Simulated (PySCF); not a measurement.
H2Pb2, SMILES [PbH]#[PbH]. Geometry optimised at PBE-D3(BJ)/def2-TZVP. The def2 effective core potentials stand for the cores of Pb; spin–orbit coupling is left out.

Computed with PBE-D3(BJ)/def2-TZVP (PySCF).

Harmonic wavenumbers (cm⁻¹): 131, 580, 856, 949, 1098, 1159. Rotational constants (GHz): 118.6, 0.5715, 0.5705; symmetry number 2.

Q: Work out the zero-point energy and the ideal-gas rigid-rotor harmonic-oscillator thermochemistry at 298.15 K and 1 atm.

A: ZPE = ½ Σ hcν = ½ × 4773 cm⁻¹ = 28.55 kJ/mol. H − E(el) = 41.10 kJ/mol. Entropy in J/(mol K): translation 183.97, rotation 105.20, vibration 15.95, total 305.12. G − E(el) = -49.88 kJ/mol. Cp = 52.13 J/(mol K). Modes under 150 cm⁻¹ make the vibrational entropy uncertain.
